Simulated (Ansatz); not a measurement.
The cluster B2Mo2, relaxed as a quintet with UKS r2SCAN-D4/def2-TZVP in Ansatz, starting from the r2SCAN-D4/def2-TZVP geometry of the neutral singlet. Force threshold 0.02 eV/Å.

In the def2 sets Mo takes a core potential; there is no spin–orbit coupling. The relaxation made no stability test and no search for a lower SCF solution. At r2SCAN-D4/def2-TZVP a singlet of charge 0 lies 1.38 eV below the quintet, each at its own geometry. The structure comes from a short search, and lower isomers may exist.

Start:

```xyz
4

Mo   -0.517    0.791   -0.682
Mo    0.585   -0.179    0.992
B     1.252   -0.085   -0.873
B    -1.320   -0.527    0.563
```

```csv
step,energy (eV),largest force component (eV/Å),SCF passes
1,-5059.3198,3.971,31
2,-5059.6917,0.479,44
3,-5059.7079,0.071,35
4,-5059.7083,0.045,30
5,-5059.7087,0.007,31
```

Force components are those of the run's own axes.

End:

Cartesian coordinates in Å:
```
Mo -0.5466 0.8904 -0.7046
Mo 0.6295 -0.1446 1.0821
B 1.1807 -0.1629 -0.8716
B -1.2635 -0.5829 0.4941
```

By distances, no bond broke or formed. The bond that changes most is Mo1–Mo2, from 2.23 to 2.38 Å (atoms count from 1).

No frequencies were taken in this run, so the end may be a saddle point.

Hardware: 4 threads of Arm Neoverse V1 on a shared host. Wall time 21 s.
